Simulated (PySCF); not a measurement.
C2H3BN2O, SMILES OB1C=NC=N1. Geometry optimised at PBE0-D3(BJ)/def2-SVP. This is a generated structure with no PubChem entry under its InChIKey; it may be hypothetical. The values are those of a single conformer.

Level of theory: PBE0-D3(BJ)/def2-SVP run with PySCF.

Harmonic wavenumbers (cm⁻¹): 154, 353, 391, 585, 608, 722, 813, 846, 906, 919, 1009, 1023, 1196, 1284, 1350, 1538, 1650, 1712, 3168, 3183, 3861. Rotational constants (GHz): 8.434, 3.671, 2.558; symmetry number 1.

Question: Work out the zero-point energy and the ideal-gas rigid-rotor harmonic-oscillator thermochemistry at 298.15 K and 1 atm.

Answer: ZPE = ½ Σ hcν = ½ × 27271 cm⁻¹ = 38.99 kcal/mol. H − E(el) = 42.67 kcal/mol. Entropy in cal/(mol K): translation 39.12, rotation 25.81, vibration 6.89, total 71.82. G − E(el) = 21.26 kcal/mol. Cp = 19.30 cal/(mol K).
